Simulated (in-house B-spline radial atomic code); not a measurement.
A run on Tc V (Tc4+) (an excited or competing configuration) that did not converge. Method: scalar-relativistic (X2C) wB97X, spin-polarised, spherical fractional occupations, exact exchange averaged over the configuration, Fermi nucleus of rms radius 4.41117 fm; computed with a B-spline radial code for spherical atoms.

Command:
```bash
python run_scf.py task.json out
```
Settings (nuclear radius in fm, mass in u):
```
Z                43
configuration    [Ar] 3d9 4s2 4p6 4d3 5s1
hamiltonian      x2c
method           wb97x
spin_polarised   True
nucleus          fermi
rms_radius       4.41117
atomic_mass      96.90636
speed_of_light   137.035999084
exact_exchange   averaged over the configuration
```

First and last ten iterations of the last attempt (damped for 15 steps, keeping 80 % of the old Fock matrix, then DIIS):
```
 iter        energy (Eh)    residual
    1       -4261.842268    6.23e-01
    2       -4269.464705    3.21e-01
    3       -4270.733546    2.23e-01
    4       -4271.371275    1.60e-01
    5       -4271.688863    1.15e-01
    6       -4271.846082    8.35e-02
    7       -4271.923691    6.06e-02
    8       -4271.962008    4.42e-02
    9       -4271.980980    3.24e-02
   10       -4271.990426    2.38e-02
  111       -4272.000205    1.68e-06
  112       -4272.000205    1.73e-06
  113       -4272.000205    3.59e-06
  114       -4272.000205    1.65e-06
  115       -4272.000205    1.64e-06
  116       -4272.000205    2.17e-06
  117       -4272.000205    9.64e-07
  118       -4272.000205    1.07e-06
  119       -4272.000205    9.97e-07
  120       -4272.000205    1.13e-06
 not converged after 120 iterations
```

The smallest residual met was 5.0e-07; the threshold is about 4e-07. Over the last five steps the energy moves by less than 1e-08 hartree, but the orbitals didn't meet the threshold. Cost of the run: 28 s on 1 thread of Arm Neoverse N1 (shared host).
